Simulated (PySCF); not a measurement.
C2F5, SMILES FC(F)([C](F)F)F, multiplicity 2. Atoms are numbered in the order given.

```xyz
7

F      1.5009    -0.0020    -1.0899
C      0.8656     0.3543     0.0000
F      1.5009    -0.0020     1.0899
C     -0.6078     0.0200     0.0000
F     -0.8115    -1.2996     0.0000
F     -1.1811     0.5270     1.0818
F     -1.1811     0.5270    -1.0818
```
Charge 0, spin multiplicity 2.

The structure is a stationary point at PBE0-D3(BJ)/def2-SVP. The isomer is the one that the SMILES or the coordinates give; other isomers of the formula were not compared.

Computed with PBE/def2-TZVP in PySCF.

Isolated molecule, no solvent.

The total energy comes out as -575.06472 hartree and the point group is Cs. The α spin, highest occupied and lowest empty level is -5.93 and 0.85 eV, the β spin, highest occupied and lowest empty level comes out as -9.76 and -3.78 eV and the dipole moment comes out as 0.42 D. The quadrupole, principal values (traceless, Buckingham form, about the centre of nuclear charge) is -0.57, -0.14, 0.71 D·Å, the mean static polarisability comes out as 28.7 bohr³ (4.25 Å³) and the polarisability, principal values is 26.0, 30.1, 30.1 bohr³. The ⟨S²⟩ comes out as 0.752 (pure state 0.75).
